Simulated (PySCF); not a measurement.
# TDDFT excited states: C7H7FSi

C₇H₇FSi.
SMILES: `C#CC#CC[Si@@H]1C[C@H]1F`

Method: TDDFT PBE0/def2-SVPD, vertical, gas phase, core orbitals frozen in the response (PySCF 2.14.0, density-fitted response routines). Geometry: GFN2-xTB, one conformer, isolated molecule. Torsions of this conformer, `[CH:1]#[C:2][C:3]#[C:4][CH2:5][Si@@H:6]1[CH2:7][C@H:8]1[F:9]`: C4–C5–Si6–C7 26°.

```tsv
state	E (eV)	E (kJ/mol)	λ (nm)	f	|μ| (D)	main configurations (H = HOMO, L = LUMO)
S1	4.70	453	263.9	0.0000	0.04	H-1→L+1 (68%), H-2→L (22%)
S2	4.91	474	252.6	0.0090	0.69	H-1→L (42%), H-2→L+1 (38%)
S3	4.92	475	251.8	0.0006	0.18	H-2→L (64%), H-1→L+1 (18%)
S4	5.35	516	231.7	0.0005	0.15	H→L (85%)
S5	5.46	527	227.1	0.0011	0.23	H→L+1 (89%)
S6	6.04	582	205.4	0.0047	0.45	H→L+3 (59%), H→L+4 (21%), H→L+2 (13%)
S7	6.31	608	196.6	0.085	1.88	H→L+2 (79%)
S8	6.46	623	192.0	0.0059	0.49	H→L+4 (55%), H→L+3 (23%), H-1→L+2 (13%)
```

Triplets, Tamm–Dancoff:

```tsv
state	E (eV)	λ (nm)	main configurations (H = HOMO, L = LUMO)
T1	3.78	328.4	H-1→L (50%), H-2→L+1 (39%)
T2	4.17	297.0	H-1→L+1 (49%), H-2→L (34%)
T3	4.18	296.7	H-2→L+1 (49%), H-1→L (35%)
```

The lowest singlet lies at 4.70 eV (264 nm, ultraviolet) and is dark (f under 0.0005); its leading configuration is HOMO-1→LUMO+1 (68%). The most intense listed level is S7 at 6.31 eV (197 nm, f = 0.085), 1.61 eV above S1. Löwdin shares by element: HOMO carbon 42% or more, silicon 24%, fluorine 12% (atoms not listed hold the other 21%); LUMO carbon 75% or more (atoms not listed hold the other 25%). The oscillator strengths of these states sum to 0.107; summed over the whole spectrum of an exact calculation they would give the number of electrons, 72 (Thomas–Reiche–Kuhn). Weighted by f, the mean energy of these states is 6.16 eV. The listed states span 1.76 eV, and the widest gap between neighbours is 0.58 eV (S5 to S6). Only the lowest 8 singlets were computed, as vertical energies without vibronic structure.

Time: 1.7 min of wall time; peak memory 0.91 GiB. Hardware: an Arm Neoverse N1 with one thread (shared host).
